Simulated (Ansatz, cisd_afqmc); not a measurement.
System: Br, charge -1, singlet.

Total energies in aug-cc-pVQZ, 8 correlated electrons, 14 frozen orbitals. Open shells are spin-unrestricted; no spin-orbit coupling. Correlated methods leave the cores frozen (noble-gas shells, and filled d and f shells in the p block). No relativity. AFQMC is phaseless with a CISD trial state; ± is one standard error, without the phaseless bias. Outlying blocks are dropped, and bars are widened where a walk drifts. Over all cases where full CI ran beside it in this data, AFQMC minus full CI had a median of +0.1 mEh and passed +0.4 mEh in a tenth of the cases. Spin-orbit terms, left out, reach several kcal/mol for Br and I, and more for heavier atoms.

```json
[
 {"method": "HF", "program": "Ansatz", "energy (Eh)": "-2572.53603", "minus CCSDT(Q) (mEh)": "215.99"},
 {"method": "MP2", "program": "Ansatz", "energy (Eh)": "-2572.72867", "minus CCSDT(Q) (mEh)": "23.35"},
 {"method": "CCSD", "program": "Ansatz", "energy (Eh)": "-2572.74229", "minus CCSDT(Q) (mEh)": "9.74"},
 {"method": "CCSD(T)", "program": "Ansatz", "energy (Eh)": "-2572.75124", "minus CCSDT(Q) (mEh)": "0.78"},
 {"method": "CCSDT(Q)", "program": "Ansatz", "energy (Eh)": "-2572.75203", "minus CCSDT(Q) (mEh)": "0.00"},
 {"method": "AFQMC/CISD", "program": "cisd_afqmc", "energy (Eh)": "-2572.7521 ± 0.0003", "minus CCSDT(Q) (mEh)": "-0.1 ± 0.3"}
]
```

Ansatz is a program for electronic structure.
